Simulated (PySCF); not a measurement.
Isomers of C7H4F2O2, one GFN2-xTB conformer each. Single-point energies are computed at PBE0/pcSseg-1 (PySCF, gas phase, no added dispersion term), electronic only.

Problem. Rank them by PBE0/pcSseg-1 energy, lowest first (kcal/mol).
A. `[CH:1]#[C:2][C@@H:3]1[C:4](=[O:5])[O:6][CH:7]=[C:8]1[CH:9]([F:10])[F:11]` with C7–C8–C9–F10 105°
B. `[O:1]=[C:2]1[CH:3]=[C:4]([F:5])[C:6](=[O:7])[C:8]([CH2:9][F:10])=[CH:11]1` with C6–C8–C9–F10 180°

Solution. B (0.0), A (28.6).

As drawn, the higher has a C≡C bond, a C(=O)–O unit and two fluorines on one carbon, which the lower lacks. GFN2-xTB itself gives, in the same order: 0.0, 5.6. Both levels put the same isomer lowest.

Problem. Which frontier levels, dipoles and rotational constants go with these structures?

Solution. 
| SMILES | HOMO (eV, PBE0/pcSseg-1) | LUMO (eV) | dipole (D) | A, B, C (MHz) |
| --- | --- | --- | --- | --- |
| O=C1C=C(F)C(=O)C(CF)=C1 | -8.40 | -4.05 | 0.68 | 1398, 985.4, 580.2 |
| C#C[C@@H]1C(=O)OC=C1C(F)F | -8.01 | -1.36 | 2.14 | 1697, 833.2, 655.0 |
